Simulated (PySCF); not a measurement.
Radial density of Co⁺ (cobalt, charge +1)

UHF, [Ar] 3d7 4p1, one real determinant (an excited configuration). All numbers are calculated (PySCF 2.14, the non-relativistic Hamiltonian (point nucleus), in def2-TZVPPD).

```json
{"r (bohr)": "0.000793", "4πr²ρ (e/bohr)": "0.1011", "4πr²(ρα − ρβ)": "0.0000"}
{"r (bohr)": "0.00133", "4πr²ρ (e/bohr)": "0.2787", "4πr²(ρα − ρβ)": "0.0000"}
{"r (bohr)": "0.00224", "4πr²ρ (e/bohr)": "0.7488", "4πr²(ρα − ρβ)": "0.0000"}
{"r (bohr)": "0.00378", "4πr²ρ (e/bohr)": "1.953", "4πr²(ρα − ρβ)": "0.0000"}
{"r (bohr)": "0.00635", "4πr²ρ (e/bohr)": "4.805", "4πr²(ρα − ρβ)": "0.0000"}
{"r (bohr)": "0.0107", "4πr²ρ (e/bohr)": "10.78", "4πr²(ρα − ρβ)": "0.0001"}
{"r (bohr)": "0.0180", "4πr²ρ (e/bohr)": "20.63", "4πr²(ρα − ρβ)": "0.0004"}
{"r (bohr)": "0.0302", "4πr²ρ (e/bohr)": "30.54", "4πr²(ρα − ρβ)": "0.0014"}
{"r (bohr)": "0.0508", "4πr²ρ (e/bohr)": "31.03", "4πr²(ρα − ρβ)": "0.0059"}
{"r (bohr)": "0.0855", "4πr²ρ (e/bohr)": "25.37", "4πr²(ρα − ρβ)": "0.0255"}
{"r (bohr)": "0.144", "4πr²ρ (e/bohr)": "33.65", "4πr²(ρα − ρβ)": "0.1209"}
{"r (bohr)": "0.242", "4πr²ρ (e/bohr)": "30.73", "4πr²(ρα − ρβ)": "0.5859"}
{"r (bohr)": "0.407", "4πr²ρ (e/bohr)": "14.40", "4πr²(ρα − ρβ)": "2.0159"}
{"r (bohr)": "0.684", "4πr²ρ (e/bohr)": "18.65", "4πr²(ρα − ρβ)": "3.0734"}
{"r (bohr)": "1.15", "4πr²ρ (e/bohr)": "8.402", "4πr²(ρα − ρβ)": "1.7420"}
{"r (bohr)": "1.94", "4πr²ρ (e/bohr)": "1.329", "4πr²(ρα − ρβ)": "0.5462"}
{"r (bohr)": "3.26", "4πr²ρ (e/bohr)": "0.3879", "4πr²(ρα − ρβ)": "0.3438"}
{"r (bohr)": "5.48", "4πr²ρ (e/bohr)": "0.07719", "4πr²(ρα − ρβ)": "0.0771"}
{"r (bohr)": "9.22", "4πr²ρ (e/bohr)": "0.001416", "4πr²(ρα − ρβ)": "0.0014"}
```

⟨L²⟩ = 13.98 against 20 for a pure G term, so this real determinant mixes terms.
